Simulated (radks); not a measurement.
The numbers below are computed, except where a source is named.
Dipole-allowed excitations along the series with 2 electrons in [He]. Code: a radial shooting solver on a logarithmic mesh with Libxc functionals. Model: non-relativistic Kohn-Sham, LDA (Slater exchange, Perdew-Wang correlation), spin-unpolarised, spherical densities, point nucleus. Time-dependent linear response with the Hartree and adiabatic LDA kernel, continuum included through the Sternheimer equations. Lines are the poles of the dipole polarisability below minus the highest occupied eigenvalue, found on a grid refined at the orbital gaps; the lowest seven at most are given, and weak or close lines can be missed. The first line takes the name of the lowest orbital gap if no other gap lies below it; otherwise a line is named after a gap within 0.6 % of it, if that gap stands alone.

| species | -e(HOMO) (eV) | lowest orbital gap (eV) | first line (eV) | f | static alpha (bohr^3) |
|---|---|---|---|---|---|
| Be2+ | 130.78 | 1s-2p 113.89 | 114.04 (1s-2p) | 0.399 | 0.05667 |
| B3+ | 229.13 | 1s-2p 193.01 | 193.41 (1s-2p) | 0.493 | 0.02094 |
| C4+ | 354.65 | 1s-2p 292.48 | 293.16 (1s-2p) | 0.554 | 0.009450 |
| N5+ | 507.37 | 1s-2p 412.34 | 413.31 (1s-2p) | 0.596 | 0.004870 |
